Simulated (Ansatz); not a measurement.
Basis-set extrapolation for C2H10N2Si, SMILES `C[SiH](N)CN` (PBE0-D4/def2-TZVP geometry, frozen core, the Gaussian-basis code of Ansatz). Multiplicity 1, RHF reference.

```
                      def2-TZVPP   def2-QZVPP
                 HF  -479.517831  -479.536563
    MP2 correlation    -0.913300    -0.976070
CCSD(T) correlation    -1.002741      not run
```

Energies in hartree. Use E(X) = E(∞) + A·exp(−7.88·√X) for Hartree–Fock and E(X) = E(∞) + B·X^(−2.97) for correlation, with X = 3 and 4, and add CCSD(T) minus MP2 of the smaller set to the MP2 limit.

Problem. What is the CCSD(T) energy at the basis-set limit?

Solution. HF limit: -479.536563 + (-0.018732) × 0.13774 = -479.53914. MP2 limit: -0.976070 + (-0.062770) × 0.74074 = -1.02257. Higher-order term: -1.002741 − (-0.913300) = -0.08944. Total: -480.65115 hartree, 81.9 kcal/mol below CCSD(T)/def2-TZVPP.
